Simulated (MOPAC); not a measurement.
MOPAC input (PM6):

```
PM6 FORCE THERMO(298,298) PRECISE LET GEO-OK AUX(PRECISION=9) THREADS=1
C2HF3O

O     1.73428095 1   -0.88944128 1   -0.68447287 1
C     1.24067600 1    0.11522638 1   -0.26512149 1
C    -0.27843371 1    0.14244816 1    0.10978408 1
F    -0.49867828 1    0.45747303 1    1.39383428 1
F    -0.92315916 1   -1.01033965 1   -0.07894118 1
F    -0.97703277 1    1.04934360 1   -0.58736730 1
H     1.75383967 1    1.07464563 1   -0.10237016 1
```

From the output:

```
     H    7   3.976441

          HEAT OF FORMATION =    -182.445273 KCALS/MOLE

          ZERO POINT ENERGY      19.836 KCAL/MOL

           NORMAL COORDINATE ANALYSIS (Total motion = 1 Angstrom)

   Root No.       1         2         3         4         5         6         7         8

                 1 A"      1 A'      2 A"      2 A'      3 A"      3 A'      4 A'      5 A'

                  42.2     201.2     290.9     388.2     472.1     481.4     613.4     871.8

           1   -0.0000    0.0022    0.0000    0.1767    0.0000   -0.0661   -0.0610    0.0348
           2    0.0000   -0.2426   -0.0000    0.1561   -0.0000   -0.0195   -0.0924   -0.0154
           3    0.1680    0.0000    0.0214   -0.0000    0.0163   -0.0000    0.0000    0.0000
           4    0.0000   -0.0017   -0.0000    0.1719    0.0000   -0.0628   -0.0535    0.0376
           5   -0.0000    0.0225    0.0000   -0.0009   -0.0000   -0.1114    0.1946    0.2376
           6   -0.1244   -0.0000    0.1308    0.0000    0.0058    0.0000   -0.0000   -0.0000
           7    0.0000   -0.0756    0.0000    0.0243    0.0000    0.0685    0.1271   -0.0516
           8   -0.0000    0.0755   -0.0000    0.0131   -0.0000   -0.1221    0.0747   -0.0920
           9   -0.0377   -0.0000   -0.0668    0.0000   -0.1649    0.0000    0.0000    0.0000
          10   -0.0682   -0.0564   -0.0427   -0.1486   -0.1440   -0.0539    0.0211   -0.0614
          11   -0.0389   -0.0500   -0.1194   -0.0743    0.0743    0.1126   -0.0177    0.0097
          12    0.0187    0.0082   -0.0163    0.1241   -0.0690    0.0728    0.1206   -0.0932
          13    0.0000    0.1517   -0.0000    0.0177   -0.0000    0.1667   -0.0375    0.0980
          14   -0.0000    0.2358   -0.0000    0.0108    0.0000   -0.0530   -0.0685   -0.1107
          15   -0.0522   -0.0000   -0.0511    0.0000    0.2116    0.0000    0.0000   -0.0000
          16    0.0682   -0.0564    0.0427   -0.1486    0.1440   -0.0539    0.0211   -0.0614
          17    0.0389   -0.0500    0.1194   -0.0743   -0.0743    0.1125   -0.0177    0.0097
          18    0.0187   -0.0081   -0.0163   -0.1241   -0.0690   -0.0728   -0.1206    0.0932
          19    0.0001    0.1528   -0.0001    0.1262   -0.0000   -0.1284    0.0026    0.0826
          20   -0.0001    0.1227    0.0001   -0.0275    0.0001   -0.1525    0.2145    0.2296
          21   -0.4562   -0.0000    0.4744   -0.0000    0.2491    0.0000   -0.0001    0.0000

   Root No.       9        10        11        12        13        14        15

                 4 A"      6 A'      7 A'      5 A"      8 A'      9 A'     10 A'

                 949.8    1196.3    1269.0    1297.5    1341.1    1825.4    2635.0

           1   -0.0000   -0.0233   -0.0179    0.0000   -0.0132   -0.3073   -0.0024
           2    0.0000    0.0280   -0.0118   -0.0000    0.0042    0.0049   -0.0027
           3    0.0423   -0.0000   -0.0000    0.0120   -0.0000   -0.0000    0.0000
           4    0.0000   -0.0364   -0.0269    0.0000   -0.0192    0.3957    0.0504
           5   -0.0000   -0.0648   -0.0806   -0.0000    0.0141    0.0037   -0.0529
           6   -0.1721    0.0000    0.0000   -0.0492   -0.0000    0.0001    0.0000
           7    0.0000   -0.0346    0.2674   -0.0001    0.2209    0.0024   -0.0008
           8   -0.0000    0.0488    0.2591    0.0001   -0.2117    0.0073   -0.0058
           9   -0.0105   -0.0000   -0.0000    0.4150    0.0001   -0.0000    0.0000
          10    0.0247    0.0034   -0.0825   -0.0921   -0.0267   -0.0027    0.0000
          11    0.0082   -0.0001   -0.0189   -0.0169   -0.0023   -0.0019   -0.0002
          12    0.0239    0.0050   -0.1036   -0.1246   -0.0326   -0.0034   -0.0000
          13    0.0000    0.0243    0.0354   -0.0000   -0.0812    0.0012   -0.0002
          14   -0.0000   -0.0371   -0.0586   -0.0000    0.1121    0.0020    0.0008
          15   -0.0051    0.0000   -0.0000   -0.0033   -0.0000    0.0000   -0.0000
          16   -0.0247    0.0034   -0.0825    0.0921   -0.0267   -0.0027    0.0000
          17   -0.0082   -0.0001   -0.0189    0.0168   -0.0023   -0.0019   -0.0002
          18    0.0239   -0.0050    0.1036   -0.1246    0.0326    0.0034    0.0000
          19   -0.0001    0.6287   -0.1383   -0.0000    0.3437    0.2153   -0.5487
          20    0.0001    0.4496   -0.1233    0.0000    0.2643   -0.1748    0.7338
          21    0.6994    0.0000    0.0000    0.2087   -0.0000    0.0001   -0.0002

           MASS-WEIGHTED COORDINATE ANALYSIS (NORMAL COORDINATES)

   Root No.       1         2         3         4         5         6         7         8

                 1 A"      1 A'      2 A"      2 A'      3 A"      3 A'      4 A'      5 A'

                  42.2     201.2     290.9     388.2     472.1     481.4     613.4     871.8

           1   -0.0001    0.0052    0.0000    0.4142    0.0000   -0.1906   -0.1876    0.1037
           2    0.0001   -0.5762   -0.0000    0.3659   -0.0000   -0.0562   -0.2842   -0.0460
           3    0.6230    0.0001    0.0793   -0.0000    0.0420   -0.0000    0.0001    0.0000
           4    0.0001   -0.0036   -0.0000    0.3491    0.0000   -0.1570   -0.1427    0.0969
           5   -0.0001    0.0463    0.0001   -0.0018   -0.0000   -0.2785    0.5188    0.6130
           6   -0.3997   -0.0000    0.4204    0.0000    0.0129    0.0000   -0.0001   -0.0001
           7    0.0000   -0.1555    0.0000    0.0493    0.0001    0.1712    0.3388   -0.1332
           8   -0.0000    0.1555   -0.0000    0.0266   -0.0001   -0.3052    0.1991   -0.2375
           9   -0.1213   -0.0000   -0.2145    0.0000   -0.3670    0.0001    0.0000    0.0000
          10   -0.2756   -0.1460   -0.1724   -0.3796   -0.4033   -0.1696    0.0707   -0.1994
          11   -0.1570   -0.1294   -0.4823   -0.1897    0.2080    0.3539   -0.0592    0.0316
          12    0.0757    0.0211   -0.0658    0.3169   -0.1933    0.2288    0.4044   -0.3023
          13    0.0000    0.3927   -0.0000    0.0452   -0.0001    0.5240   -0.1258    0.3181
          14   -0.0001    0.6104   -0.0001    0.0277    0.0001   -0.1667   -0.2297   -0.3592
          15   -0.2110   -0.0000   -0.2064    0.0001    0.5924    0.0001    0.0001   -0.0000
          16    0.2756   -0.1460    0.1724   -0.3795    0.4034   -0.1694    0.0708   -0.1994
          17    0.1571   -0.1294    0.4824   -0.1897   -0.2081    0.3538   -0.0593    0.0316
          18    0.0757   -0.0211   -0.0659   -0.3169   -0.1931   -0.2290   -0.4044    0.3023
          19    0.0001    0.0911   -0.0001    0.0742   -0.0000   -0.0930    0.0020    0.0617
          20   -0.0001    0.0731    0.0001   -0.0162    0.0000   -0.1105    0.1657    0.1716
          21   -0.4246   -0.0000    0.4415   -0.0000    0.1607    0.0000   -0.0000    0.0000

   Root No.       9        10        11        12        13        14        15

                 4 A"      6 A'      7 A'      5 A"      8 A'      9 A'     10 A'

                 949.8    1196.3    1269.0    1297.5    1341.1    1825.4    2635.0

           1   -0.0000   -0.1063   -0.0448    0.0000   -0.0399   -0.6598   -0.0103
           2    0.0000    0.1277   -0.0295   -0.0000    0.0125    0.0105   -0.0112
           3    0.1756   -0.0000   -0.0000    0.0275   -0.0000   -0.0001    0.0000
           4    0.0001   -0.1434   -0.0582    0.0000   -0.0502    0.7360    0.1829
           5   -0.0001   -0.2556   -0.1744   -0.0000    0.0368    0.0068   -0.1922
           6   -0.6196    0.0000    0.0000   -0.0973   -0.0000    0.0001    0.0001
           7    0.0000   -0.1365    0.5789   -0.0001    0.5778    0.0045   -0.0029
           8   -0.0000    0.1924    0.5608    0.0002   -0.5539    0.0137   -0.0212
           9   -0.0378   -0.0001   -0.0000    0.8213    0.0002   -0.0000    0.0000
          10    0.1118    0.0171   -0.2246   -0.2292   -0.0878   -0.0064    0.0000
          11    0.0370   -0.0007   -0.0515   -0.0420   -0.0076   -0.0045   -0.0008
          12    0.1084    0.0250   -0.2822   -0.3101   -0.1073   -0.0079   -0.0002
          13    0.0000    0.1205    0.0963   -0.0000   -0.2672    0.0028   -0.0009
          14   -0.0000   -0.1840   -0.1594   -0.0000    0.3686    0.0047    0.0037
          15   -0.0232    0.0000   -0.0000   -0.0083   -0.0001    0.0000   -0.0000
          16   -0.1118    0.0171   -0.2246    0.2293   -0.0878   -0.0064    0.0001
          17   -0.0369   -0.0007   -0.0515    0.0419   -0.0075   -0.0045   -0.0008
          18    0.1084   -0.0250    0.2822   -0.3100    0.1072    0.0079    0.0002
          19   -0.0001    0.7187   -0.0867   -0.0000    0.2605    0.1160   -0.5771
          20    0.0001    0.5140   -0.0773    0.0000    0.2003   -0.0942    0.7719
          21    0.7295    0.0000    0.0000    0.1197   -0.0000    0.0000   -0.0002

          DESCRIPTION OF VIBRATIONS

 VIBRATION          1    1A"         ATOM PAIR     ENERGY CONTRIBUTION    RADIAL
 FREQUENCY            42.20         O 1 -- C 2         +38.4% (828.0%)      0.0%
 TRANSITION DIPOLE   0.6549         C 2 -- C 3         +20.6% (607.4%)      0.0%
 TRAVEL (Ang.)       0.7045         F 4 -- F 6          +8.1% (381.1%)      0.0%
 REDUCED MASS        3.2190         C 3 -- F 6          +5.9% (324.5%)      0.5%
 EFFECTIVE MASS    390.9343
 FORCE CONSTANT      0.0034

 VIBRATION          2    1A'         ATOM PAIR     ENERGY CONTRIBUTION    RADIAL
 FREQUENCY           201.18         F 5 -- F 6         +16.7% (136.8%)      0.4%
 TRANSITION DIPOLE   0.5861         F 4 -- F 5         +16.7% (136.8%)      0.4%
 TRAVEL (Ang.)       0.2170         C 2 -- C 3         +13.2% (121.7%)      1.0%
 REDUCED MASS        7.1204         C 3 -- F 4         +13.2% (121.7%)      0.1%
 EFFECTIVE MASS     22.1284         C 3 -- F 6         +13.2% (121.7%)      0.1%
 FORCE CONSTANT      0.1698         C 3 -- F 5         +11.5% (113.5%)      0.6%

 VIBRATION          3    2A"         ATOM PAIR     ENERGY CONTRIBUTION    RADIAL
 FREQUENCY           290.91         C 2 -- C 3         +26.5% (129.8%)      0.0%
 TRANSITION DIPOLE   0.2014         F 4 -- F 6         +13.9% ( 94.1%)      0.0%
 TRAVEL (Ang.)       0.2701         O 1 -- C 2         +11.2% ( 84.3%)      0.0%
 REDUCED MASS        3.1770         C 3 -- F 5          +9.8% ( 78.8%)      0.0%
 EFFECTIVE MASS     20.4456
 FORCE CONSTANT      0.1584

 VIBRATION          4    2A'         ATOM PAIR     ENERGY CONTRIBUTION    RADIAL
 FREQUENCY           388.19         C 2 -- C 3         +33.5% (130.7%)     17.3%
```
